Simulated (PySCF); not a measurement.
# How methods differ on the interval between two levels of Zn³⁺

Zn³⁺ [Ar] 3d9 [2D5/2, M_J = 5/2] → Zn³⁺ [Ar] 3d8 4p1 [4G11/2, M_J = 11/2], as a difference of total energies. Calculation: PySCF 2.14, in x2c-TZVPall-2c with one added diffuse shell each of s, p, d type (7s8p5d1f, 63 functions); the two-component X2C-1e Hamiltonian. Correlated levels: [Ne] frozen; the 6 highest virtual spinors dropped. "Screened" scales the spin-orbit matrix elements by Boettger's factors to mimic the two-electron term; Breit and QED terms are absent.

```tsv
method	interval between two levels (cm⁻¹)
GHF (spin-free)	190030
GMP2 (spin-free)	205300
GHF (screened spin-orbit)	190010
GMP2 (screened spin-orbit)	205320
```

The labels give the starting determinants; with spin-orbit coupling the two ends relaxed to ⟨J²⟩ = 8.75, ⟨L²⟩ = 6.00, ⟨S²⟩ = 0.75 and ⟨J²⟩ = 35.75, ⟨L²⟩ = 20.02, ⟨S²⟩ = 3.75.
